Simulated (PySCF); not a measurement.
Frontier orbitals and the lowest excitations

Species: C₆H₁₁B.
Geometry (PBE0-D3(BJ)/def2-SVP, Å), atoms numbered from 1 in this order:
```xyz
18
C6H11B angstrom
C      3.3905    0.1781    0.1911
C      2.1165   -0.2284    0.3350
B      1.0049    0.2493   -0.6322
C     -0.4814   -0.2181   -0.5393
C     -1.6402    0.8141   -0.6387
C     -2.4348   -0.0385    0.3675
C     -1.1275   -0.7475    0.7665
H      4.2007   -0.1521    0.8522
H      3.6688    0.8688   -0.6130
H      1.8906   -0.9192    1.1587
H      1.3231    1.0184   -1.5207
H     -0.6128   -0.9677   -1.3472
H     -2.0835    0.9937   -1.6298
H     -1.3540    1.7894   -0.2127
H     -3.1223   -0.7273   -0.1485
H     -2.9974    0.4869    1.1544
H     -0.6697   -0.2918    1.6599
H     -1.1626   -1.8370    0.9205
```

Computed, not measured: TDDFT wB97X-D/def2-SVPD, vertical, gas phase, core orbitals frozen in the response in PySCF 2.14.0, density-fitted response routines.

Frontier orbitals with the atoms that hold most of them (Löwdin shares over 4%, at most four atoms; ? is withheld):

```csv
orbital,ε (eV),atoms
LUMO+2,2.78,"C1 18%, C6 13%, H9 7%, H15 7%"
LUMO+1,2.22,"B3 49%, C1 9%, H11 4%, H12 4%"
LUMO,0.13,?
HOMO,-9.78,?
HOMO-1,-10.06,"C2 33%, C1 31%, B3 8%, C4 6%"
HOMO-2,-10.17,"C7 17%, C4 16%, C5 14%, B3 12%"
HOMO-3,-10.63,"C6 16%, C4 14%, C7 13%, C5 12%"
```

(1) Which atoms hold the LUMO, and with what shares?

(2) Which atoms hold the HOMO, and with what shares?

(3) The HOMO–LUMO gap is 9.91 eV. Where does the response calculation put the lowest singlet, and from which orbitals?

(4) One configuration dominates each of S1, S2 and S3. Which, and how do the shares of the two leading atoms of either orbital change from the occupied to the empty one?

## Answers

(1) C1 (bonded to C and 2 H) 28%; B3 (bonded to 2 C and H) 28%; C2 (bonded to B, C and H) 20%; C4 (bonded to B, 2 C and H) 7%. By element: carbon 54% or more, boron 28%.

(2) C4 (bonded to B, 2 C and H) 23%; B3 (bonded to 2 C and H) 18%; C6 (bonded to 2 C and 2 H) 13%; C7 (bonded to 2 C and 2 H) 10%. By element: carbon 46% or more, boron 18%.

(3) S1 is at 5.18 eV (f = 0.0055), 4.73 eV below the gap, made of HOMO→LUMO (85%). 

(4) 
- S1 (5.18 eV, f 0.0055), HOMO→LUMO (85%): C4 23% → 7%, B3 18% → 28%, C1 at most 11% → 28%
- S2 (5.36 eV, f 0.0024), HOMO-2→LUMO (71%): C7 17% → at most 7%, C4 16% → 7%, C1 at most 12% → 28%, B3 12% → 28%
- S3 (6.15 eV, f 0.441), HOMO-1→LUMO (88%): C2 33% → 20%, C1 31% → 28%, B3 8% → 28%

Löwdin shares depend on the basis, the more so with diffuse functions.

Hardware: one thread, Arm Neoverse V2 (aarch64), shared host with 96 logical CPUs at a one-minute load of 26. Cost: 3.7 min of wall time, 1.1 GiB resident at most.

One conformer stands for the species.
